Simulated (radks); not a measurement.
Q: Ti, 22 electrons, occupied as [Ar] 3d2 4s2 (the NIST ground configuration). All-electron calculation, scalar-relativistic Kohn-Sham, PBE, spin-polarised, spherical densities, finite nucleus; open shells are filled with parallel spins first; Fermi nuclear charge, rms radius 3.5921 fm. Program: a radial shooting solver on a logarithmic mesh with Libxc functionals. Some entries of the table are withheld. Estimate them.

orbital  occ.  eigenvalue (eV)  <r^2> (bohr^2)  <r> (bohr)
1s down     1        -4868.609        0.006513     0.06959
1s up       1        -4868.599        0.006513     0.06959
2s up       1        -536.9115          0.1250      0.3250
2s down     1        -536.3810          0.1248      0.3248
2p up       3        -444.1782          0.1038      0.2900
2p down     3        -443.7687          0.1036      0.2898
3s up       1         -63.2488           1.171       1.007
3s down     1         -61.5086           1.172       1.007
3p up       3         -39.4801           1.390       1.086
3p down     3         -37.7548           1.396       1.088
3d up       2              (1)             (2)       1.583
4s up       1              (3)           13.80       3.459
4s down     1              (4)           15.03       3.607
3d down     0              (5)             (6)       1.701

A: 
(1) 3d up eigenvalue (eV): -4.8193
(2) 3d up <r^2> (bohr^2): 3.384
(3) 4s up eigenvalue (eV): -4.6689
(4) 4s down eigenvalue (eV): -4.1738
(5) 3d down eigenvalue (eV): -3.3363
(6) 3d down <r^2> (bohr^2): 4.046
